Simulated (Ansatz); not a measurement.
Abridged output of a molecular run in Ansatz:

```
Functional definition: HF
1386 factors; integrals over basis functions are off by at most 1.2e-3 eV
mean field evaluation 1: about -14304.6832 eV, gradient 5.7e1 eV
mean field evaluation 2: about -14305.9948 eV, gradient 5.9e1 eV
mean field evaluation 4: about -14312.4942 eV, gradient 5.3e0 eV
mean field evaluation 8: about -14312.6218 eV, gradient 9.1e-1 eV
mean field -14312.62399205 eV, -525.9792302630 hartree, gradient 6.6e-6 eV, S^2 0.000000; 0 other end points of the search recorded, 0 dependent functions left out
10 core orbitals not correlated: weight in the atoms' cores, before any rotation towards them, 1.000 or more for the frozen orbitals, at most 0.000 for the correlated occupied ones
reference -14312.62399205 eV, -525.9792302630 hartree; 24, 24 occupied and 106, 106 virtual orbitals, 1386 factors
second order -38.97205163 eV of doubles, -0.00000000 eV of singles
cycle   1  -37.34801929 eV  change     1.6e0 eV  update   2.0e-1
cycle   2  -38.64253365 eV  change    -1.3e0 eV  update   6.6e-2
cycle   3  -38.93133690 eV  change   -2.9e-1 eV  update   3.0e-2
cycle   4  -38.91209486 eV  change    1.9e-2 eV  update   6.9e-3
cycle   5  -38.90302102 eV  change    9.1e-3 eV  update   3.0e-3
cycle   6  -38.90462858 eV  change   -1.6e-3 eV  update   1.0e-3
cycle   7  -38.90442033 eV  change    2.1e-4 eV  update   4.3e-4
cycle   8  -38.90413742 eV  change    2.8e-4 eV  update   1.6e-4
cycle   9  -38.90417909 eV  change   -4.2e-5 eV  update   6.9e-5
cycle  10  -38.90425529 eV  change   -7.6e-5 eV  update   2.6e-5
cycle  11  -38.90421015 eV  change    4.5e-5 eV  update   1.1e-5
perturbative correction -1.66933680 eV, -0.0613469959 hartree
Total energy: -14353.19753901 eV, -527.4702806118 hartree
```

Its atoms:

Cartesian coordinates in Å:
```
O -0.751 -2.870 -2.079
C -0.477 -2.095 -1.263
N -0.180 -1.368 -0.352
B 0.000 0.001 0.000
N -0.212 1.019 -0.973
C -0.186 2.211 -1.136
O -0.188 3.342 -1.384
N 0.390 0.350 1.324
C 0.663 -0.116 2.399
O 0.941 -0.474 3.465
```

**Question.** Which basis set was used?
A. cc-pV(Q+d)Z
B. cc-pV(T+d)Z
C. def2-TZVPPD
D. def2-SVP

**Answer.** D. It gives 140 functions.

**Question.** Write the keys of the input that set method, charge and spin (a neutral closed shell needs none for the last two).

**Answer.** 
```yaml
correlation: {method: ccsd_t}
```
